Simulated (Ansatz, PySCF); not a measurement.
Al(OH)3 (AlH3O3), SMILES [OH][Al]([OH])[OH]. Atoms are numbered in the order given.

```xyz
7

Al     0.0000     0.0000     0.0000
O      1.6128    -0.5317     0.0000
H      1.8678    -1.4584     0.0000
O     -1.2669    -1.1310     0.0000
H     -2.1969    -0.8883     0.0000
O     -0.3460     1.6626     0.0000
H      0.3293     2.3466     0.0000
```

The structure is a stationary point at B3LYP-D3(BJ)/def2-SVP. The isomer is the one that the SMILES or the coordinates give; other isomers of the formula were not compared. The values are those of a single conformer.

Two levels are set side by side: PBE-D3(BJ)/def2-SVP (Ansatz, a quantum-chemistry and plane-wave program) and B3LYP-D3(BJ)/def2-SVP (PySCF). Each level has its own optimised geometry; the coordinates shown are those of the second. Frequencies come from the Hessian of PySCF at each geometry. Differences are taken from unrounded values.

| quantity | B3LYP-D3(BJ) |
|---|---|
| mean bond length (Å) | 1.330 |
| bond Al1–O2 (Å) | 1.698 |
| bond Al1–O4 (Å) | 1.698 |
| bond Al1–O6 (Å) | 1.698 |
| bond O2–H3 (Å) | 0.961 |
| bond O4–H5 (Å) | 0.961 |
| bond O6–H7 (Å) | 0.961 |
| highest harmonic wavenumber (cm⁻¹) | 3926 |
| mean harmonic wavenumber (cm⁻¹) | 1195 |
| zero-point energy (kcal/mol) | 25.63 |

Task: What does PBE-D3(BJ) give, and how far is it from B3LYP-D3(BJ)? (The exact figures need the calculation; the answer reports its results.)

Result: 
| quantity | PBE-D3(BJ) | PBE-D3(BJ) minus B3LYP-D3(BJ) |
|---|---|---|
| mean bond length (Å) | 1.341 | 0.012 |
| bond Al1–O2 (Å) | 1.713 | 0.015 |
| bond Al1–O4 (Å) | 1.713 | 0.015 |
| bond Al1–O6 (Å) | 1.713 | 0.015 |
| bond O2–H3 (Å) | 0.970 | 0.009 |
| bond O4–H5 (Å) | 0.970 | 0.009 |
| bond O6–H7 (Å) | 0.970 | 0.009 |
| highest harmonic wavenumber (cm⁻¹) | 3814 | -111 |
| mean harmonic wavenumber (cm⁻¹) | 1163 | -32 |
| zero-point energy (kcal/mol) | 24.94 | -0.69 |

GGA bonds tend to be longer and softer than those of functionals with exact exchange. Differences between two approximate levels are no errors against the true value.
